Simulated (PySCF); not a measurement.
**Electron correlation in Ga (gallium, neutral)**

[Ar] 3d10 4s2 4p1, 2P determinant. Calculation: PySCF 2.14, in x2c-TZVPPall with one added diffuse shell each of s, p, d type (7s6p5d1f, 57 functions); the spin-free X2C one-electron Hamiltonian (Gaussian nucleus). Frozen: [Ar] 3d10; 3 electrons correlated.

```csv
level,correlation energy (mhartree)
CCSD,-46.52
(T),-0.84
CCSD(T),-47.36
CCSDT,-47.65
```

Diagnostics: T1 = 0.013, D1 = 0.0309, largest double amplitude 0.053.

Task: Is a single reference adequate?

Result: Yes, within this model without spin-orbit coupling: T1 lies below 0.03 and no double amplitude reaches 0.07.
